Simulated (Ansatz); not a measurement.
1,3-disilylpropan-2-ylsilane (C₃H₁₄Si₃), SMILES [SiH3]C(C[SiH3])C[SiH3].

Coordinates come from a B3LYP-D3(BJ)/def2-SVP optimisation. Other conformers were not sampled.

Two levels are set side by side: PBE/def2-SVPD (Ansatz, a program for electronic structure) and CAM-B3LYP/def2-SVPD (Ansatz). Energy differences of separate SCF runs at the same geometry; the states with an electron removed or added have multiplicity 2 and 2. Differences are taken from unrounded values.

```json
[
 {"quantity": "vertical ionisation energy (eV)", "CAM-B3LYP": "9.72", "PBE": "9.19", "PBE minus CAM-B3LYP": "-0.54"},
 {"quantity": "vertical singlet–triplet gap (eV)", "CAM-B3LYP": "7.04", "PBE": "6.08", "PBE minus CAM-B3LYP": "-0.97"}
]
```
